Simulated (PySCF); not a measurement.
PySCF 2.14 output of an unrestricted TPSS calculation on a single atom or ion in Sapporo-DKH3-DZP-2012 (6s5p3d1f, 43 functions), with the spin-free X2C one-electron Hamiltonian (Gaussian nucleus):

```
SCF conv_tol = 1e-09
number electrons alpha = 17  beta = 15
    J. Tao, J. P. Perdew, V. N. Staroverov, and G. E. Scuseria.,  Phys. Rev. Lett. 91, 146401 (2003)
    J. P. Perdew, J. Tao, V. N. Staroverov, and G. E. Scuseria.,  J. Chem. Phys. 120, 6898 (2004)
    J. Tao, J. P. Perdew, V. N. Staroverov, and G. E. Scuseria.,  Phys. Rev. Lett. 91, 146401 (2003)
    J. P. Perdew, J. Tao, V. N. Staroverov, and G. E. Scuseria.,  J. Chem. Phys. 120, 6898 (2004)
cycle= 1 E= -2098.64570661675  delta_E= -0.0101  |g|= 0.205  |ddm|= 0.19
cycle= 2 E= -2098.6406161279  delta_E= 0.00509  |g|= 0.297  |ddm|= 0.113
cycle= 3 E= -2098.65000779749  delta_E= -0.00939  |g|= 0.00395  |ddm|= 0.0781
cycle= 4 E= -2098.65001295976  delta_E= -5.16e-06  |g|= 0.000321  |ddm|= 0.00649
cycle= 5 E= -2098.65001299741  delta_E= -3.76e-08  |g|= 1.4e-05  |ddm|= 0.000405
cycle= 6 E= -2098.65001299763  delta_E= -2.16e-10  |g|= 2.87e-06  |ddm|= 3.56e-05
converged SCF energy = -2098.65001299763  <S^2> = 2.0024568  2S+1 = 3.0016374
```

The run itself started from symmetry-adapted Hartree-Fock orbitals and held the occupation by maximum overlap, on a logarithmic radial grid, so the iterations belong to that start.

Problem. Which element, charge and spin multiplicity is this?

Solution. Ge (germanium, neutral), multiplicity 3; the state was [Ar] 3d10 4s2 4p2, high-spin 3P determinant.
